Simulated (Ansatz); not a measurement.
## Energy differences in RhC

Program: Ansatz, Gaussian basis, development build. Basis cc-pwCVTZ-PP on Rh, cc-pVTZ on C, scalar-relativistic core potentials (28 electrons on Rh), no spin–orbit coupling, 1 orbital frozen in the corrections; active space CAS(13,10). Restricted Hartree–Fock, then the lowest state-specific CASSCF solution met for each case. Coupled cluster stands on the determinant that it favours, not always the lowest RHF. On stretched bonds single-reference methods can fail or change state. Unlike active orbitals can shift such differences by tenths of an eV, at times by over 1 eV.

Case A, quartet: bond length 1.6130 Å.

Case B, doublet: bond length 1.8550 Å.

Case C, doublet: the shape of A.

Energy less that of case A, in eV:

```
case  RHF/ROHF  CASSCF  CCSD(T)
   B    +0.529  -1.570   -1.262
   C    -0.524  -2.477   -2.122
```

Question: What does SC-NEVPT2 give for these differences?

Answer: B: -1.639 eV (-37.8 kcal/mol); C: -2.348 eV (-54.1 kcal/mol).

Question: Which case is lowest, and do the methods agree?

Answer: C is lowest in SC-NEVPT2. Of the methods shown, RHF/ROHF, CASSCF, CCSD(T) agree.
